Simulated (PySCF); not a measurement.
A structure optimised at r2SCAN-D4/def2-SVP, used in a PySCF frequency run:

```
C
N 1 1.4710
H 2 1.0217 1 109.22
C 2 1.4519 3 109.64 1 129.78
H 4 1.1009 2 109.13 3 50.07
H 4 1.1036 5 106.72 2 -119.13
H 4 1.1115 5 107.72 6 -115.05
C 1 1.5455 2 114.63 3 56.22
H 8 1.1030 1 112.01 2 -179.40
H 8 1.1035 9 107.18 1 122.85
H 8 1.1056 9 107.29 10 115.20
Si 1 1.9087 2 103.40 3 -64.97
H 12 1.4919 1 111.08 2 -68.45
H 12 1.4966 13 109.21 1 123.35
H 12 1.4984 13 109.24 14 118.33
Si 1 1.9117 2 111.06 3 -178.86
H 16 1.4927 1 111.13 2 43.27
H 16 1.4958 17 109.31 1 -119.35
H 16 1.4973 17 109.20 18 -117.49
```
Charge 0, spin multiplicity 1.

**Question.** Write its SMILES and formula.

**Answer.** CNC(C)([SiH3])[SiH3], C3H13NSi2

**Question.** What are its rotational constants (standard atomic weights)?

**Answer.** 2.3503, 1.8023, 1.4547 GHz
